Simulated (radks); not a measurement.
The numbers below are computed, except where a source is named.
Removal energies from the terbium ion Tb8+, [Kr] 4d10 4f5 5s2 5p4, by Delta-SCF beside the eigenvalue of the level emptied. Code: a radial shooting solver on a logarithmic mesh with Libxc functionals. Model: scalar-relativistic Kohn-Sham, PBE, spin-polarised, spherical densities, finite nucleus; Fermi nuclear charge, rms radius of each element as measured or else 0.836 A^(1/3) + 0.57 fm. Open shells are filled with parallel spins first.

| removed from | final configuration | Delta-SCF (eV) | -eigenvalue (eV) |
|---|---|---|---|
| 5p | [Kr] 4d10 4f5 5s2 5p3 | 140.78 | 132.97 |
| 4f | [Kr] 4d10 4f4 5s2 5p4 | 155.01 | 141.27 |
| 5s | [Kr] 4d10 4f5 5s1 5p4 | 170.07 | 161.48 |
| 4d | [Kr] 4d9 4f5 5s2 5p4 | 298.98 | 284.69 |
